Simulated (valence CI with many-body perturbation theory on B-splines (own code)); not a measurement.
**Gd LIX: calculated level list**

Level of theory: valence CI with perturbative core correlation (CI+MBPT): four valence electrons over a frozen Dirac-Fock core [He], a basis of 9 s, 9 p, 8 d, 6 f, 3 g, 1 h functions for each j, with the one-electron correlation potential Σ1, the two-electron term Σ2, the three-electron term Σ3, Breit, model QED; selected CI, second order for the rest, scaled by the run's own slope (own B-spline code, finite nucleus).

The last digits are not significant, and no measured levels were compared; by estimate large intervals hold to a few tenths of a per cent, small ones and those within an open d or f shell to about a per cent.

Levels 1 to 40 of 40, with energies above the lowest level, (2s^2 2p1/2^2) J=0. "Leading %" is the weight of the configuration and term that name the level; weights of strongly mixed levels are sums over their largest components and can fall short, so below about 35 % the name and the second component can differ from the true leading terms, or belong to a minority configuration. In the jj column 3d3/2^4 stands for four electrons in 3d with j = 3/2. Lifetimes count E1, E2, E3, M1 and M2 decay at the calculated energies, and are blank where another channel may lead or the interval is too uncertain; long ones can be off by a factor of two.

| No. | Configuration | Term | J | E (× 10³ cm⁻¹) | Leading % | g | Lifetime | Second component | Leading jj |
| --- | --- | --- | --- | --- | --- | --- | --- | --- | --- |
| 1 | 2s2 2p2 | 3P | 0 | 0.00 | 69 |  |  | 31 % 2s2 2p2 1S | 2s^2 2p1/2^2 (100 %) |
| 2 | 2s2 2p2 | 3P | 1 | 5832.8 | 100 | 1.477 | 418 ps |  | 2s^2 2p1/2 2p3/2 (100 %) |
| 3 | 2s2 2p2 | 1D | 2 | 5973.5 | 64 | 1.149 | 149 ns | 36 % 2s2 2p2 3P | 2s^2 2p1/2 2p3/2 (100 %) |
| 4 | 2s 2p3 | 3P° | 2 | 7767.3 | 47 | 1.522 | 44.4 ps | 29 % 2s 2p3 5S° | 2s 2p1/2^2 2p3/2 (99 %) |
| 5 | 2s 2p3 | 3D° | 1 | 8361.2 | 32 | 1.105 | 302 fs | 29 % 2s 2p3 1P° | 2s 2p1/2^2 2p3/2 (100 %) |
| 6 | 2s2 2p2 | 3P | 2 | 11945 | 64 | 1.296 | 96.8 ps | 35 % 2s2 2p2 1D | 2s^2 2p3/2^2 (99 %) |
| 7 | 2s2 2p2 | 1S | 0 | 12358 | 68 |  | 81.2 ps | 31 % 2s2 2p2 3P | 2s^2 2p3/2^2 (99 %) |
| 8 | 2s 2p3 | 5S° | 2 | 13413 | 50 | 1.551 | 1.36 ps | 47 % 2s 2p3 3D° | 2s 2p1/2 2p3/2^2 (99 %) |
| 9 | 2s 2p3 | 3D° | 3 | 13740 | 100 | 1.304 | 1.43 ps |  | 2s 2p1/2 2p3/2^2 (100 %) |
| 10 | 2s 2p3 | 3P° | 0 | 14134 | 100 |  | 379 fs |  | 2s 2p1/2 2p3/2^2 (100 %) |
| 11 | 2s 2p3 | 3S° | 1 | 14286 | 50 | 1.300 | 195 fs | 42 % 2s 2p3 3D° | 2s 2p1/2 2p3/2^2 (100 %) |
| 12 | 2s 2p3 | 1D° | 2 | 14367 | 74 | 1.057 | 199 fs | 21 % 2s 2p3 3D° | 2s 2p1/2 2p3/2^2 (99 %) |
| 13 | 2s 2p3 | 3P° | 1 | 14395 | 61 | 1.316 | 310 fs | 32 % 2s 2p3 1P° | 2s 2p1/2 2p3/2^2 (100 %) |
| 14 | 2p4 | 3P | 2 | 16422 | 68 | 1.318 | 210 fs | 31 % 2p4 1D | 2p1/2^2 2p3/2^2 (99 %) |
| 15 | 2p4 | 1S | 0 | 16861 | 63 |  | 182 fs | 36 % 2p4 3P | 2p1/2^2 2p3/2^2 (99 %) |
| 16 | 2s 2p3 | 3P° | 2 | 19946 | 51 | 1.428 | 401 fs | 17 % 2s 2p3 5S° | 2s 2p3/2^3 (99 %) |
| 17 | 2s 2p3 | 1P° | 1 | 20520 | 38 | 1.174 | 155 fs | 24 % 2s 2p3 3S° | 2s 2p3/2^3 (100 %) |
| 18 | 2p4 | 3P | 1 | 22353 | 100 | 1.477 | 132 fs |  | 2p1/2 2p3/2^3 (100 %) |
| 19 | 2p4 | 1D | 2 | 22497 | 69 | 1.128 | 138 fs | 31 % 2p4 3P | 2p1/2 2p3/2^3 (100 %) |
| 20 | 2p4 | 3P | 0 | 28654 | 64 |  | 99.6 fs | 36 % 2p4 1S | 2p3/2^4 (100 %) |
| 21 | 2s2 2p 3s | 3P° | 0 | 59872 | 99 |  | 8.94 fs |  | 2s^2 2p1/2 3s (99 %) |
| 22 | 2s2 2p 3s | 3P° | 1 | 59898 | 67 | 1.312 | 7.18 fs | 33 % 2s2 2p 3s 1P° | 2s^2 2p1/2 3s (100 %) |
| 23 | 2s2 2p 3p | 3D | 1 | 60449 | 73 | 0.643 | 628 fs | 22 % 2s2 2p 3p 1P | 2s^2 2p1/2 3p1/2 (100 %) |
| 24 | 2s2 2p 3p | 3P | 0 | 60758 | 68 |  | 274 fs | 31 % 2s2 2p 3p 1S | 2s^2 2p1/2 3p1/2 (99 %) |
| 25 | 2s 2p2 3s | 5P | 1 | 61605 | 42 | 2.011 | 9.28 fs | 29 % 2s 2p2 3s 3S | 2s 2p1/2^2 3s (95 %) |
| 26 | 2s 2p2 3s | 3P | 0 | 61876 | 69 |  | 9.78 fs | 30 % 2s 2p2 3s 1S | 2s 2p1/2^2 3s (99 %) |
| 27 | 2s 2p2 3p | 3P° | 1 | 62247 | 32 | 1.364 | 2.90 fs | 22 % 2s 2p2 3p 5D° | 2s 2p1/2^2 3p1/2 (98 %) |
| 28 | 2s 2p2 3p | 3P° | 0 | 62254 | 50 |  | 259 fs | 44 % 2s 2p2 3p 5D° | 2s 2p1/2^2 3p1/2 (99 %) |
| 29 | 2s2 2p 3p | 3D | 2 | 62330 | 53 | 1.151 | 426 fs | 31 % 2s2 2p 3p 1D | 2s^2 2p1/2 3p3/2 (100 %) |
| 30 | 2s2 2p 3p | 3P | 1 | 62351 | 46 | 1.520 | 202 fs | 29 % 2s2 2p 3p 3S | 2s^2 2p1/2 3p3/2 (96 %) |
| 31 | 2s2 2p 3d | 3F° | 2 | 62778 | 74 | 0.748 | 6.86 fs | 20 % 2s2 2p 3d 1D° | 2s^2 2p1/2 3d3/2 (100 %) |
| 32 | 2s2 2p 3d | 3D° | 1 | 62974 | 50 | 0.835 | 922 as | 31 % 2s2 2p 3d 1P° | 2s^2 2p1/2 3d3/2 (98 %) |
| 33 | 2s2 2p 3d | 3P° | 2 | 63351 | 47 | 1.282 | 1.18 fs | 35 % 2s2 2p 3d 3D° | 2s^2 2p1/2 3d5/2 (98 %) |
| 34 | 2s2 2p 3d | 3F° | 3 | 63381 | 47 | 1.098 | 1.24 fs | 31 % 2s2 2p 3d 1F° | 2s^2 2p1/2 3d5/2 (100 %) |
| 35 | 2s 2p2 3p | 3P° | 2 | 64095 | 34 | 1.512 | 63.8 fs | 20 % 2s 2p2 3p 5P° | 2s 2p1/2^2 3p3/2 (98 %) |
| 36 | 2s 2p2 3p | 3D° | 1 | 64133 | 32 | 1.126 | 3.23 fs | 21 % 2s 2p2 3p 1P° | 2s 2p1/2^2 3p3/2 (99 %) |
| 37 | 2s 2p2 3d | 3D | 1 | 64537 | 45 | 0.459 | 8.08 fs | 37 % 2s 2p2 3d 5F | 2s 2p1/2^2 3d3/2 (99 %) |
| 38 | 2s 2p2 3d | 3D | 2 | 64582 | 30 | 1.131 | 6.11 fs | 18 % 2s 2p2 3d 5F | 2s 2p1/2^2 3d3/2 (97 %) |
| 39 | 2s 2p2 3d | 3D | 3 | 65091 | 36 | 1.340 | 1.24 fs | 18 % 2s 2p2 3d 5D | 2s 2p1/2^2 3d5/2 (99 %) |
| 40 | 2s 2p2 3d | 3F | 2 | 65221 | 29 | 1.020 | 1.29 fs | 22 % 2s 2p2 3d 1D | 2s 2p1/2^2 3d5/2 (97 %) |

The ionisation energy to 2s2 2p 2P°_1/2 of the next ion comes out as 13185 eV (NIST: 13183 ± 6 eV (theoretical)). All 40 levels together are meant to be complete up to 65289 × 10³ cm⁻¹.
